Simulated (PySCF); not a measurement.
# Orbital picture of AgH

r²SCAN0 at R = 1.625 Å; Ag x2c-TZVPPall, H x2c-TZVPPall; spin-free X2C with a Gaussian nucleus (PySCF 2.14). State: ¹Σ⁺ (singlet), closed shell. Only the outer orbitals are listed, counted within each symmetry.

| orbital | occ. | ε (eV) | on Ag (%) | main shells (%) |
| --- | --- | --- | --- | --- |
| 9σ | 2 | -11.09 | 80 | 77 Ag d, 20 H s |
| 5π | 2 | -9.92 | 100 | 100 Ag d |
| 5π | 2 | -9.92 | 100 | 100 Ag d |
| 2δ | 2 | -9.74 | 100 | 100 Ag d |
| 2δ | 2 | -9.74 | 100 | 100 Ag d |
| 10σ | 2 | -6.93 | 61 | 41 Ag s, 39 H s, 17 Ag d |
| 11σ | 0 | -1.87 | 84 | 46 Ag s, 37 Ag p, 16 H s |
| 6π | 0 | 0.24 | 99 | 99 Ag p |
| 6π | 0 | 0.24 | 99 | 99 Ag p |

Q: Which are the highest filled and the lowest empty level, where do they sit, and how wide is the gap?

A: Highest filled 10σ at -6.93 eV (in %: 41 Ag s, 39 H s, 17 Ag d); lowest empty 11σ at -1.87 eV (in %: 46 Ag s, 37 Ag p, 16 H s); the gap at r²SCAN0 is 5.06 eV.

The bond order (Mayer) is 1.05. The ⟨S²⟩ is 0.000, the charge on Ag (Mulliken, basis-dependent) is 0.19 and the charge on Ag (Löwdin, basis-dependent) is 0.21. The dipole moment (positive dipole means Ag(−)H(+)) is -3.08 D.

Spin–orbit coupling is left out.
